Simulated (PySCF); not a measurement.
Cr(CH3)2 holds Cr(II), d4, at total charge 0. The structure is a PBE0-D3(BJ)/def2-TZVP geometry optimised for multiplicity 5; coordination linear, point group D3d, metal–donor distances 2.12 Å.

Method (PySCF 2.14, density fitting): CASSCF(4,5) with orbitals averaged over all microstates of the shell, strongly contracted NEVPT2 on the averaged canonical orbitals; basis x2c-TZVPall on the metal, x2c-SVPall elsewhere; spin-free X2C; gas phase; spin-orbit coupling by state interaction with the mean-field operator over all roots.

CASSCF energies above the lowest CASSCF root:

| state | CASSCF / cm⁻¹ |
| --- | --- |
| 5A1g | 0 |
| 5Eg | 2919 |
| 5Eg | 6439 |
| 3Eg | 19892 |
| 3A2g | 20130 |
| 3A1g | 20177 |
| 3Eg | 20808 |
| 3Eg | 21138 |
| 3Eg | 21669 |
| 3A2g | 21951 |
| 3Eg | 22626 |
| 3A2g | 22812 |
| 3Eg | 23572 |
| 3Eg | 24418 |
| 3A1g | 24534 |
| 3A2g | 24550 |
| 3A1g | 25371 |
| 3Eg | 26126 |
| 3A2g | 26276 |
| 3Eg | 26790 |
| 3A2g | 27737 |
| 3A1g | 27745 |

Q: How does dynamic correlation (SC-NEVPT2) move these states?

A: 
```csv
state,NEVPT2 / cm⁻¹,shift / cm⁻¹
5A1g,0,0
5Eg,1274,-1646
5Eg,4907,-1532
3Eg,18161,-1731
3A2g,18059,-2071
3A1g,18152,-2026
3Eg,18440,-2368
3Eg,18825,-2313
3Eg,18697,-2971
3A2g,18775,-3176
3Eg,18934,-3692
3A2g,19052,-3760
3Eg,19890,-3682
3Eg,20364,-4054
3A1g,20520,-4014
3A2g,20542,-4008
3A1g,21896,-3475
3Eg,22437,-3689
3A2g,21750,-4525
3Eg,23545,-3245
3A2g,23495,-4242
3A1g,23512,-4233
```

Gaps between spin states lean to high spin in this active space.
